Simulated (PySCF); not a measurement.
## LaOBr, singlet: computed properties

All numbers come from PBE0 in PySCF with La def2-TZVP with ECP46, O def2-TZVP, Br def2-TZVP; scalar-relativistic core potentials, no spin–orbit coupling; density-fitted integrals.

The structure is a minimum.

```xyz
3
charge 0 multiplicity 1, angstrom
La   -0.6839    0.0000   -0.6016
O    -2.3016    0.0000    0.4175
Br    1.6697    0.0000    0.9730
```

```json
{
  "Point group": "Cs",
  "Bond lengths": "La–Br 2.832 Å, La–O 1.912 Å",
  "Bond angles": "Br–La–O 114.0°",
  "Rotational constants": "0.4204, 0.03686, 0.03389 cm⁻¹",
  "Heat capacity Cp at 298.15 K": "51.7 J/(mol K)",
  "Rotational symmetry number": "1",
  "Principal polarisabilities": "43.0, 56.7, 84.8 bohr³",
  "Lowest empty level": "-2.17 eV",
  "Dipole moment": "8.05 D",
  "Zero-point energy": "6.7 kJ/mol",
  "Principal quadrupole moments (Buckingham, traceless) about the centre of mass": "-25.67, 12.76, 12.92 D Å",
  "Highest occupied level": "-6.90 eV",
  "Enthalpy at 298.15 K above 0 K": "13.43 kJ/mol",
  "Entropy at 298.15 K and 1 bar": "315.1 J/(mol K)"
}
```

Harmonic modes (masses in u: La 138.906, O 15.995, Br 78.918):
```json
{"symmetry": "a'", "ω (cm⁻¹)": "111", "IR (km/mol)": "14.5", "type": "bend"}
{"symmetry": "a'", "ω (cm⁻¹)": "207", "IR (km/mol)": "55.9", "type": "mixed"}
{"symmetry": "a'", "ω (cm⁻¹)": "807", "IR (km/mol)": "244", "type": "stretch"}
```

Charges (e):
```json
{"atom": "La1", "Mulliken": "1.14", "Löwdin": "0.68", "polar tensor": "1.82", "Mayer order to La1": "–"}
{"atom": "O2", "Mulliken": "-0.60", "Löwdin": "-0.47", "polar tensor": "-1.07", "Mayer order to La1": "2.10"}
{"atom": "Br3", "Mulliken": "-0.54", "Löwdin": "-0.21", "polar tensor": "-0.75", "Mayer order to La1": "0.81"}
```

Mulliken populations on La1 (electrons outside its core potential): s 2.08, p 6.07, d 1.57, f 0.13.

Outer orbital energies (eV). occupied: -19.86, -19.30, -8.23, -7.83, -7.68, -7.41, -7.38, -6.90; empty: -2.17, -1.42, -1.37, -0.27.

Formally La is in oxidation state +3, with 0 electrons left for the f, d and s shells; the Mulliken f population is 0.13.

This need not be the most stable arrangement of these atoms.

The final relaxation and frequency run took about 4 core-minutes on a shared host.
